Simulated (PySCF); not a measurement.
Gas-phase reaction: SnI4 + 3 SnCl2 = 2 SnI2 + 2 SnCl3, at 800 K and a standard pressure of 1 bar. Level: LDA/def2-TZVP†.

Method: PySCF energies plus ideal-gas RRHO corrections (1 bar). † marks an energy on the PBE0/def2-TZVP geometry and frequencies. Open shells (unrestricted): SnCl3 (multiplicity 2); the rest are closed-shell singlets. I, Sn: scalar-relativistic def2 core potential, no spin-orbit coupling. SnCl3: computed as isolated molecules; such fragments, hydroxides, amides, oligomers or adducts are transient or little studied in the gas. The harmonic model lacks anharmonicity and excited electronic states, which grow with temperature; levels with a mode under 35 cm⁻¹ are left out. Soft modes under 120 cm⁻¹ make the harmonic entropy rough for SnI4, SnCl2, SnI2, SnCl3.

| species | E (Ha) | H(800 K) − E (kJ/mol) | S°(800 K) (J/mol/K) |
|---|---|---|---|
| SnI4 | -1403.39169 | 86.8 | 553.2 |
| SnCl2 | -1131.56076 | 47.0 | 361.7 |
| SnI2 | -808.70309 | 46.7 | 401.8 |
| SnCl3 | -1590.30031 | 67.3 | 430.7 |
E: electronic energy; H − E holds the zero-point and thermal terms. 1 Ha = 2625.5 kJ/mol.

Q: Work out ΔH°, ΔS°, ΔG° and log10 K from these numbers.

A: 1. ΔE = 2×(-808.70309) + 2×(-1590.30031) − 1×(-1403.39169) − 3×(-1131.56076) = 0.06717 Ha = 176.4 kJ.
2. Δ(H − E) = 2×(46.7) + 2×(67.3) − 1×(86.8) − 3×(47.0) = 0.2 kJ, so ΔH° = 176.6 kJ.
3. ΔS° = 2×(401.8) + 2×(430.7) − 1×(553.2) − 3×(361.7) = 26.7 J/K; the number of gas molecules stays the same.
4. ΔG° = ΔH° − TΔS° = 176.6 − 800×(26.7)/1000 = 155.2 kJ.
5. log10 K = −ΔG°/(RT ln 10) = -10.13, with RT ln 10 = 15.32 kJ/mol; at standard pressures the reactants are favoured.
6. A shift of 10 kJ in ΔE would move log10 K by 0.65 here.
For scale, ΔH°(298 K) is 177 kJ at this level, 198 kJ at ωB97M-V/def2-TZVP†, and runs from 81 to 222 kJ over the 17 levels computed.
